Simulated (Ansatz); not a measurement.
Reaction (ligand exchange at the Si–C bond): `N=CC[SiH2][SiH3]` + H₂S → `[SiH3][SiH2]S` + `CC=N`

Program: Ansatz. Geometries: PBE0-D4/def2-TZVP. ΔE: electronic, gas phase. CCSD(T)/CBS adds triple-zeta CCSD(T) − MP2 to the extrapolated MP2 energy (def2 sets, frozen cores). This one scheme is used for every species. Each species was taken in one conformer, which may not be the lowest.

`N=CC[SiH2][SiH3]`:

Z-matrix (Å, degrees):
```
C
C 1 1.490
Si 1 1.899 2 111.1
H 1 1.094 2 110.9 3 -120.4
H 1 1.095 2 110.7 3 119.2
N 2 1.265 1 128.0 3 100.6
H 2 1.095 1 115.4 3 -77.1
Si 3 2.341 1 110.6 2 -59.4
H 3 1.490 1 109.2 2 61.9
H 3 1.489 1 108.5 2 179.5
H 6 1.023 2 110.9 1 2.3
H 8 1.489 3 109.6 1 -50.0
H 8 1.488 3 109.9 1 -169.2
H 8 1.486 3 110.9 1 70.1
```

H₂S:

Z-matrix (Å, degrees):
```
S
H 1 1.341
H 1 1.341 2 92.3
```

`[SiH3][SiH2]S`:

```xyz
9

Si   -0.937    0.587    1.087
Si    0.589   -0.564   -0.259
S     0.534    0.393   -2.176
H    -0.546    2.017    1.193
H    -0.951   -0.016    2.447
H    -2.301    0.496    0.502
H     1.957   -0.500    0.325
H     0.211   -1.998   -0.373
H     1.445   -0.415   -2.746
```

`CC=N`:

```xyz
8

C    -0.205    0.794   -0.021
C    -0.152   -0.680   -0.252
N     0.648   -1.517    0.252
H    -1.184    1.081    0.374
H     0.569    1.119    0.678
H    -0.078    1.330   -0.966
H    -0.903   -1.075   -0.946
H     1.305   -1.051    0.882
```

```json
{"species": "`N=CC[SiH2][SiH3]`", "HF/def2-QZVPP energy (Eh)": "-713.36450"}
{"species": "H₂S", "HF/def2-QZVPP energy (Eh)": "-398.71944"}
{"species": "`[SiH3][SiH2]S`", "HF/def2-QZVPP energy (Eh)": "-978.97398"}
{"species": "`CC=N`", "HF/def2-QZVPP energy (Eh)": "-133.13634"}
```

Problem. Work out ΔE.

Solution. ΔE = (-978.97398) + (-133.13634) − (-713.36450) − (-398.71944) = -0.02638 Eh = -69.3 kJ/mol. CCSD(T)/CBS gives -59.0 kJ/mol.

Largest T1 diagnostic among the species: 0.013.

The D4 term adds +6.3 kJ/mol with B3LYP and +4.1 kJ/mol with PBE0; it sums over pairs of atoms, weighted by their polarisabilities, and B3LYP, whose exchange is more repulsive, gets the larger term. In def2-TZVPP, CCSD(T) changes the Hartree–Fock value by +13.6 kJ/mol (the triples alone add +1.5 kJ/mol) and MP2 by +11.8 kJ/mol.

B3LYP here is the variant with VWN-RPA as its local correlation; programs differ in this.
